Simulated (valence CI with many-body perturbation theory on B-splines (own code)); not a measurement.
# Hg LXXIV: calculated level list

Calculated by configuration interaction combined with many-body perturbation theory (CI+MBPT): five valence electrons over a frozen Dirac-Fock core [He], radial functions for each j: 11 s, 11 p, 10 d, 8 f, 5 g, 2 h, with the one-electron correlation potential Σ1 (screened to all orders), the two-electron term Σ2, the three-electron term Σ3, Breit, model QED; selected single and double excitations, second order for the rest, scaled by the run's own slope (own B-spline code, finite nucleus).

The last digits are not significant, and no measured levels were compared; by estimate large intervals hold to a few tenths of a per cent, small ones and those within an open d or f shell to about a per cent. Among the levels kept, up to 7500 cm⁻¹ of a level comes from second order outside the variational space, and about a tenth of that is noise between levels of different J, which matters for small intervals.

Levels 46 to 90 of 202, with energies above the lowest level, (2s^2 2p1/2^2 2p3/2) J=3/2. "Leading %" is the weight of the configuration and term that name the level; weights of strongly mixed levels are sums over their largest components and can fall short. In the jj column 3d3/2^4 stands for four electrons in 3d with j = 3/2.

| No. | Configuration | Term | J | E (eV) | Leading % | Leading jj | Second component |
| --- | --- | --- | --- | --- | --- | --- | --- |
| 46 | 2s²2p²3d | ⁴D | 1/2 | 13156 | 78 | 2s^2 2p1/2 2p3/2 3d3/2 (100 %) | 15 % 2s²2p²3d ²P |
| 47 | 2s²2p²3d | ²G | 7/2 | 13166 | 56 | 2s^2 2p1/2 2p3/2 3d3/2 (99 %) | 25 % 2s²2p²3d ²F |
| 48 | 2s²2p²3d | ²D | 5/2 | 13183 | 37 | 2s^2 2p1/2 2p3/2 3d3/2 (99 %) | 32 % 2s²2p²3d ²F |
| 49 | 2s²2p²3d | ²D | 3/2 | 13189 | 47 | 2s^2 2p1/2 2p3/2 3d3/2 (99 %) | 18 % 2s²2p²3d ²P |
| 50 | 2s²2p²3d | ²P | 1/2 | 13200 | 39 | 2s^2 2p1/2 2p3/2 3d3/2 (99 %) | 31 % 2s²2p²3d ⁴P |
| 51 | 2s²2p²3d | ⁴D | 7/2 | 13291 | 46 | 2s^2 2p1/2 2p3/2 3d5/2 (98 %) | 38 % 2s²2p²3d ⁴F |
| 52 | 2s²2p²3d | ²G | 9/2 | 13311 | 65 | 2s^2 2p1/2 2p3/2 3d5/2 (100 %) | 35 % 2s²2p²3d ⁴F |
| 53 | 2s²2p²3d | ²P | 3/2 | 13312 | 41 | 2s^2 2p1/2 2p3/2 3d5/2 (99 %) | 24 % 2s²2p²3d ⁴P |
| 54 | 2s²2p²3d | ²F | 5/2 | 13314 | 44 | 2s^2 2p1/2 2p3/2 3d5/2 (99 %) | 20 % 2s²2p²3d ⁴P |
| 55 | 2s²2p²3d | ²D | 5/2 | 13331 | 57 | 2s^2 2p1/2 2p3/2 3d5/2 (98 %) | 28 % 2s²2p²3d ⁴P |
| 56 | 2s²2p²3d | ²F | 7/2 | 13339 | 70 | 2s^2 2p1/2 2p3/2 3d5/2 (98 %) | 13 % 2s²2p²3d ⁴F |
| 57 | 2s²2p²3d | ²D | 3/2 | 13348 | 57 | 2s^2 2p1/2 2p3/2 3d5/2 (99 %) | 28 % 2s²2p²3d ²P |
| 58 | 2s²2p²3d | ²P | 1/2 | 13353 | 56 | 2s^2 2p1/2 2p3/2 3d5/2 (99 %) | 38 % 2s²2p²3d ²S |
| 59 | 2s2p³3p | ⁴D | 7/2 | 13386 | 49 | 2s 2p1/2^2 2p3/2 3p3/2 (97 %) | 25 % 2s2p³3p ⁶P |
| 60 | 2s2p³3p | ²P | 3/2 | 13397 | 31 | 2s 2p1/2^2 2p3/2 3p3/2 (98 %) | 28 % 2s2p³3p ⁴P |
| 61 | 2s2p³3p | ⁴P | 5/2 | 13417 | 38 | 2s 2p1/2^2 2p3/2 3p3/2 (98 %) | 21 % 2s2p³3p ²D |
| 62 | 2s2p³3p | ²P | 1/2 | 13422 | 41 | 2s 2p1/2^2 2p3/2 3p3/2 (100 %) | 23 % 2s2p³3p ⁴P |
| 63 | 2s2p³3p | ²D | 5/2 | 13491 | 33 | 2s 2p1/2^2 2p3/2 3p3/2 (99 %) | 21 % 2s2p³3p ⁴P |
| 64 | 2s2p³3d | ⁴D° | 5/2 | 13496 | 30 | 2s 2p1/2^2 2p3/2 3d3/2 (100 %) | 17 % 2s2p³3d ⁶D° |
| 65 | 2s2p³3d | ⁴D° | 3/2 | 13503 | 30 | 2s 2p1/2^2 2p3/2 3d3/2 (100 %) | 22 % 2s2p³3d ⁶D° |
| 66 | 2s2p³3d | ²F° | 7/2 | 13506 | 26 | 2s 2p1/2^2 2p3/2 3d3/2 (98 %) | 22 % 2s2p³3d ⁴F° |
| 67 | 2s2p³3d | ⁴P° | 1/2 | 13509 | 47 | 2s 2p1/2^2 2p3/2 3d3/2 (100 %) | 25 % 2s2p³3d ⁶D° |
| 68 | 2s2p³3p | ²P | 3/2 | 13512 | 37 | 2s 2p1/2^2 2p3/2 3p3/2 (99 %) | 13 % 2s2p³3p ⁴D |
| 69 | 2s2p³3p | ⁴P | 1/2 | 13517 | 38 | 2s 2p1/2^2 2p3/2 3p3/2 (99 %) | 26 % 2s2p³3p ²P |
| 70 | 2s2p³3d | ²D° | 3/2 | 13595 | 38 | 2s 2p1/2^2 2p3/2 3d3/2 (95 %) | 24 % 2s2p³3d ⁴F° |
| 71 | 2s2p³3d | ²F° | 5/2 | 13600 | 37 | 2s 2p1/2^2 2p3/2 3d3/2 (100 %) | 21 % 2s2p³3d ⁴G° |
| 72 | 2s2p³3d | ⁴D° | 1/2 | 13611 | 46 | 2s 2p1/2^2 2p3/2 3d3/2 (99 %) | 31 % 2s2p³3d ²P° |
| 73 | 2s2p³3d | ⁴F° | 9/2 | 13637 | 52 | 2s 2p1/2^2 2p3/2 3d5/2 (100 %) | 25 % 2s2p³3d ⁶D° |
| 74 | 2s2p³3d | ⁴D° | 5/2 | 13665 | 30 | 2s 2p1/2^2 2p3/2 3d5/2 (100 %) | 19 % 2s2p³3d ²D° |
| 75 | 2s2p³3d | ⁴D° | 7/2 | 13671 | 41 | 2s 2p1/2^2 2p3/2 3d5/2 (98 %) | 20 % 2s2p³3d ²F° |
| 76 | 2s2p³3d | ²D° | 3/2 | 13683 | 34 | 2s 2p1/2^2 2p3/2 3d5/2 (95 %) | 20 % 2s2p³3d ⁴D° |
| 77 | 2s2p³3d | ²P° | 1/2 | 13701 | 52 | 2s 2p1/2^2 2p3/2 3d5/2 (99 %) | 24 % 2s2p³3d ⁴D° |
| 78 | 2s2p³3d | ²F° | 7/2 | 13750 | 36 | 2s 2p1/2^2 2p3/2 3d5/2 (100 %) | 21 % 2s2p³3d ⁴D° |
| 79 | 2s2p³3d | ²D° | 5/2 | 13768 | 40 | 2s 2p1/2^2 2p3/2 3d5/2 (100 %) | 11 % 2s2p³3d ⁴D° |
| 80 | 2s2p³3d | ²P° | 3/2 | 13770 | 33 | 2s 2p1/2^2 2p3/2 3d5/2 (100 %) | 16 % 2s2p³3d ²D° |
| 81 | 2s²2p²3s | ⁴P | 5/2 | 14395 | 65 | 2s^2 2p3/2^2 3s (99 %) | 34 % 2s²2p²3s ²D |
| 82 | 2s²2p²3s | ²P | 3/2 | 14408 | 55 | 2s^2 2p3/2^2 3s (99 %) | 34 % 2s²2p²3s ²D |
| 83 | 2s²2p²3s | ²S | 1/2 | 14471 | 67 | 2s^2 2p3/2^2 3s (99 %) | 21 % 2s²2p²3s ⁴P |
| 84 | 2s²2p²3p | ⁴P° | 3/2 | 14535 | 28 | 2s^2 2p3/2^2 3p1/2 (98 %) | 19 % 2s²2p²3p ⁴S° |
| 85 | 2s²2p²3p | ²D° | 5/2 | 14537 | 38 | 2s^2 2p3/2^2 3p1/2 (98 %) | 25 % 2s²2p²3p ²F° |
| 86 | 2s²2p²4s | ⁴P | 1/2 | 14545 | 45 | 2s^2 2p1/2^2 4s (100 %) | 32 % 2s²2p²4s ²S |
| 87 | 2s²2p²4p | ²P° | 1/2 | 14594 | 47 | 2s^2 2p1/2^2 4p1/2 (100 %) | 38 % 2s²2p²4p ⁴D° |
| 88 | 2s²2p²3p | ²P° | 1/2 | 14606 | 74 | 2s^2 2p3/2^2 3p1/2 (98 %) | 18 % 2s²2p²3p ⁴D° |
| 89 | 2s2p³3s | ⁶S° | 5/2 | 14665 | 50 | 2s 2p1/2 2p3/2^2 3s (99 %) | 41 % 2s2p³3s ⁴D° |
| 90 | 2s2p³3s | ⁴S° | 3/2 | 14699 | 49 | 2s 2p1/2 2p3/2^2 3s (99 %) | 30 % 2s2p³3s ⁴D° |
